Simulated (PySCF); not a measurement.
**Basis-set dependence of population analyses: `O=C[C@@H](F)C[SiH3]`**

Compound: C₃H₇FOSi.
Atom-mapped SMILES: `[O:1]=[CH:2][C@@H:3]([F:4])[CH2:5][SiH3:6]` (hydrogens: H7 on C2; H8 on C3; H9, H10 on C5; H11, H12, H13 on Si6)

Cartesian coordinates in Å at the PBE0-D3(BJ)/def2-SVP level; atoms count from 1:
```xyz
13
C3H7FOSi angstrom
O     -0.7075    1.7537    0.7540
C     -1.4877    0.8861    0.4698
C     -1.0643   -0.5363    0.1750
F     -2.1239   -1.1735   -0.4306
C      0.1876   -0.6283   -0.6663
Si     1.7351    0.2477    0.0176
H     -2.5923    1.0611    0.4223
H     -0.9004   -1.0222    1.1579
H     -0.0262   -0.2315   -1.6733
H      0.4392   -1.6931   -0.7937
H      1.8470    1.6641   -0.4239
H      2.9140   -0.4978   -0.5278
H      1.7793    0.1494    1.5070
```

PBE0 throughout (PySCF), one geometry, spherical d and f functions. One conformer (not necessarily the lowest) at the PBE0-D3(BJ)/def2-SVP geometry, without solvent, vibrations or thermal averaging. The first 7 of 11 kinds of atom are listed.

Mulliken charges (e):

```csv
basis,functions,O1,C2,C3,F4,C5,Si6,H7
STO-3G,41,-0.180,+0.088,+0.020,-0.116,-0.312,+0.547,+0.069
6-31G,72,-0.352,+0.188,+0.106,-0.343,-0.673,+0.560,+0.179
pcSseg-0,72,-0.427,+0.245,+0.038,-0.383,-0.984,+0.554,+0.240
6-31G*,102,-0.344,+0.183,+0.158,-0.348,-0.606,+0.366,+0.166
cc-pVDZ,123,-0.180,+0.156,+0.128,-0.235,-0.195,+0.208,+0.036
def2-SVP,123,-0.200,+0.137,+0.190,-0.268,-0.310,+0.353,+0.049
aug-cc-pVDZ,205,-0.474,+0.599,+0.751,-0.543,+0.118,-0.766,-0.190
"6-311+G(2d,p)",212,-0.319,+0.204,+0.030,-0.262,-0.514,+0.394,+0.128
def2-TZVP,234,-0.259,+0.091,+0.152,-0.217,-0.336,+0.140,+0.105
cc-pVTZ,282,-0.236,+0.117,+0.162,-0.215,-0.285,+0.132,+0.091
IGLO-III,289,-0.373,+0.261,+0.119,-0.261,-0.518,+0.740,+0.090
pcSseg-2,321,-0.359,+0.265,+0.290,-0.301,-0.320,+0.558,+0.043
```

IAO charges (e):

```csv
basis,functions,O1,C2,C3,F4,C5,Si6,H7
STO-3G,41,-0.175,+0.068,-0.007,-0.138,-0.521,+0.639,+0.102
6-31G,72,-0.340,+0.211,+0.112,-0.305,-0.536,+0.452,+0.132
pcSseg-0,72,-0.334,+0.212,+0.102,-0.293,-0.550,+0.443,+0.126
6-31G*,102,-0.363,+0.255,+0.140,-0.315,-0.547,+0.578,+0.114
cc-pVDZ,123,-0.356,+0.251,+0.138,-0.317,-0.545,+0.572,+0.113
def2-SVP,123,-0.357,+0.254,+0.140,-0.318,-0.544,+0.592,+0.112
aug-cc-pVDZ,205,-0.371,+0.260,+0.139,-0.332,-0.549,+0.574,+0.119
"6-311+G(2d,p)",212,-0.373,+0.261,+0.137,-0.333,-0.560,+0.606,+0.120
def2-TZVP,234,-0.373,+0.262,+0.141,-0.332,-0.563,+0.615,+0.119
cc-pVTZ,282,-0.371,+0.261,+0.140,-0.329,-0.561,+0.600,+0.118
IGLO-III,289,-0.373,+0.261,+0.138,-0.333,-0.563,+0.615,+0.120
pcSseg-2,321,-0.373,+0.262,+0.140,-0.332,-0.563,+0.613,+0.119
```

Which scheme is steadiest as the basis changes?

Largest range over the bases for any column: IAO 0.20 e, Mulliken 1.51 e. IAO charges move least and Mulliken charges most, counted in e. Without the minimal STO-3G basis the ranges are IAO 0.17, Mulliken 1.51 e.

How much do the charges still move between the two largest bases, IGLO-III and pcSseg-2?

At most, over all atoms: Mulliken 0.198 e, IAO 0.002 e.

What do the same runs give for the total energy, the frontier levels and the dipole moment?

```
        basis  energy (Eh)  HOMO (eV)  LUMO (eV)  μ (D)
       STO-3G    -575.3909      -4.36       2.26   0.66
        6-31G    -582.4854      -7.76      -1.30   1.19
     pcSseg-0    -581.5848      -7.96      -1.47   1.11
       6-31G*    -582.5969      -7.67      -1.05   1.32
      cc-pVDZ    -582.6380      -7.71      -1.16   1.19
     def2-SVP    -582.3148      -7.84      -1.28   1.19
  aug-cc-pVDZ    -582.6621      -7.91      -1.51   1.19
6-311+G(2d,p)    -582.7262      -7.95      -1.52   1.20
    def2-TZVP    -582.7531      -7.91      -1.44   1.24
      cc-pVTZ    -582.7426      -7.87      -1.37   1.24
     IGLO-III    -582.7596      -7.94      -1.50   1.21
     pcSseg-2    -582.7585      -7.95      -1.50   1.21
```

The dipole is fixed by the density alone, so its range of 0.66 D shows that the density itself changes with the basis, not only its division among atoms.
